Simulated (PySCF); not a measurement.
## Vertical excitation energies

C4H2F4N2Se.
Z-matrix (Å and degrees, PBE0-D3(BJ)/def2-SVP geometry), rows numbered from 1:
```
F 
C   1  1.3163
N   2  1.2862  1  121.45
Se  3  1.7953  2  106.28  1  -179.10
N   4  1.8015  3   92.95  2     0.18
C   5  1.3017  4  107.59  3    -0.14
C   6  1.4947  2  123.15  1    -2.18
C   7  1.5145  6  112.55  2   -85.06
F   8  1.3339  7  110.48  6   177.89
F   8  1.3315  7  111.63  6   -62.12
F   8  1.3367  7  111.39  6    58.15
H   7  1.0992  6  110.55  2    34.85
H   7  1.0976  6  109.70  2   155.06
```

Theory: TDDFT B3LYP/def2-SVPD, vertical, gas phase, core orbitals frozen in the response (PySCF). The B3LYP/def2-SVPD calculation is non-relativistic and has no spin–orbit coupling, an omission that weighs most on selenium.

Task: What does the calculation give for the low-lying excited states?

Result: 

| state | λ (nm) | E (eV) | f | \|μ\| (D) | main configurations (H = HOMO, L = LUMO) |
| --- | --- | --- | --- | --- | --- |
| S1 | 262.2 | 4.73 | 0.143 | 2.82 | H→L (89%) |
| S2 | 258.4 | 4.80 | 0.0094 | 0.72 | H→L+1 (87%) |
| S3 | 252.5 | 4.91 | 0.0003 | 0.12 | H-1→L (92%) |
| S4 | 211.6 | 5.86 | 0.0011 | 0.22 | H-3→L (97%) |
| S5 | 203.2 | 6.10 | 0.027 | 1.07 | H-1→L+1 (96%) |
| S6 | 197.9 | 6.26 | 0.0003 | 0.10 | H→L+2 (96%) |
| S7 | 196.6 | 6.31 | 0.017 | 0.85 | H-2→L (85%) |
| S8 | 189.7 | 6.54 | 0.0015 | 0.24 | H-2→L+1 (96%) |
| S9 | 179.0 | 6.93 | 0.0061 | 0.48 | H-3→L+1 (81%), H→L+3 (14%) |
| S10 | 177.7 | 6.98 | 0.046 | 1.31 | H→L+4 (50%), H→L+3 (39%), H-3→L+1 (9%) |

Triplets (Tamm–Dancoff): T1 3.39 eV, H→L (99%); T2 4.21 eV, H-1→L (92%); T3 4.33 eV, H→L+1 (92%); T4 4.36 eV, H-2→L (92%).

The lowest singlet lies at 4.73 eV (262 nm, ultraviolet) and is of moderate strength; its leading configuration is HOMO→LUMO (89%). The lowest level is also the most intense of those listed (f = 0.143). Löwdin shares by element: HOMO selenium 53%, carbon 24% or more, nitrogen 7% or more (atoms not listed hold the other 16%); LUMO nitrogen 48%, selenium 18%, carbon 16% or more (atoms not listed hold the other 18%). The oscillator strengths of these states sum to 0.251; summed over the whole spectrum of an exact calculation they would give the number of electrons, 110 (Thomas–Reiche–Kuhn). Of the 10 states listed, 4 reach f = 0.01 and 2 stay under 0.0005. Orbital energies (eV): HOMO-3 -9.63, HOMO-2 -9.26, HOMO-1 -8.77, HOMO -7.58, LUMO -2.45, LUMO+1 -1.53, LUMO+2 -0.39. No computed singlet lies in the visible range (380 to 750 nm); the lowest, at 262 nm, stands 1.47 eV above its violet end (3.26 eV). Only the lowest 10 singlets were computed, as vertical energies without vibronic structure.

One conformer stands for the species.
